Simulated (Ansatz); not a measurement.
Ansatz (a first-principles code) input:

Ansatz 0.2 input:
```yaml
crystal:
  periodic: [false, false, false]
  atoms:
    - {symbol: Cu, position_ang: [-0.00000000, -0.00000000, -0.41803296]}
    - {symbol: F, position_ang: [0.00000000, 0.00000000, 1.34699509]}
basis:
  gaussian:
    orbitals: def2-SVPD
magnetization: {spin_polarized: true, initial_magnetization: 2}
correlation: {method: ccsd_t, electrons: outside_noble_gas}
output: {forces: true}
```

What final total energy does it print?

-1738.50231 Eh (CCSD(T)/def2-SVPD). The basis has 57 functions.

The spin state was set by rule; other spins were not relaxed.
